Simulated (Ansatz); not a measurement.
FH5O4Si2, SMILES `O[Si](O)(O)O[SiH2]F` from Hartree–Fock to CCSD(T)

```xyz
12

O     1.503   -0.906    1.049
Si    0.570   -0.735   -0.272
O     1.366   -0.843   -1.690
O    -0.542   -1.921   -0.266
O    -0.066    0.756   -0.150
Si   -1.116    1.698    0.646
F    -2.499    1.707   -0.146
H     1.834   -1.785    1.237
H     1.902   -0.096   -1.959
H    -0.964   -2.132   -1.100
H    -0.601    3.082    0.648
H    -1.387    1.174    2.001
```

The species carries charge 0 and has multiplicity 1. All single points use the PBE0-D4/def2-TZVP geometry. It is one conformer, not always the lowest. Frozen core, restricted reference, Ansatz 0.2.0. CBS rows extrapolate triple and quadruple zeta; past MP2 they add the triple-zeta difference.

```tsv
basis	HF (Eh)	MP2 corr.	CCSD corr.	(T)	CCSD(T) total
def2-SVP	-979.48816	-1.10144	-1.13692	-0.02153	-980.64661
def2-TZVPP	-980.24483	-1.42853	-1.45152	-0.04817	-981.74452
def2-QZVPP	-980.28449	-1.55129	–	–	–
CBS(def2)	-980.28996	-1.64223	-1.66521	as TZ	-982.00334
```
